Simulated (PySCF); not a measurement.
# Ga: ionisation energy

Ga [Ar] 3d10 4s2 4p1 (2P) → Ga⁺ [Ar] 3d10 4s2 (1S), as a difference of total energies. Calculation: PySCF 2.14, in x2c-TZVPPall; the spin-free X2C one-electron Hamiltonian (Gaussian nucleus). Correlated levels: valence and next inner shell: [Ne] frozen. The calculations carry no spin-orbit coupling.

| method | ionisation energy (eV) |
| --- | --- |
| UHF | 5.516 |
| MP2 (valence and next inner shell) | 5.817 |
| SCS-MP2 (valence and next inner shell) | 5.764 |
| CCSD (valence and next inner shell) | 5.841 |
| CCSD(T) (valence and next inner shell) | 5.868 |

Task: How much does correlation contribute at CCSD(T) (valence and next inner shell)?

Result: 5.868 − (5.516) = 0.352 eV, measured against UHF.

A first-order spin-orbit estimate (lowest level to lowest level, LS coupling) adds 0.061 eV.

Errors of the correlated levels include the incompleteness of this basis and the frozen core.

For comparison: 5.999 eV (measured; NIST Atomic Spectra Database, ionization energies).
